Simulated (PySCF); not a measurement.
A run for PySCF: R-HF/STO-3G on BFH5N (a complex), monomers drawn apart or pushed together.

```python
from pyscf import gto, scf, dft, mp
from pyscf.data.elements import chemcore

mol = gto.M(
    atom='''
    B     0.90642385   -0.12577282    0.06132810
    N    -0.14340758    0.57942984    0.66532152
    H     0.66259924   -0.82367319   -0.87058744
    H     1.99912322   -0.02550304    0.52060940
    H     0.01237531    1.27651616    1.37837995
    H    -1.06485966    0.63323826    0.25705540
    F    -0.90232327   -1.25716961    2.44797328
    H    -0.56265691   -0.67935886    1.79018649
    ''',
    basis='sto-3g',
    charge=0, spin=0, verbose=3, max_memory=1800)
mf = scf.RHF(mol)
mf.conv_tol = 1e-8
mf.max_cycle = 100
mf.kernel()
if not mf.converged:
    mf = mf.newton().run(mf.mo_coeff, mf.mo_occ)
```

**Question.** Give the final energy of this run.

**Answer.** -179.0335 hartree.
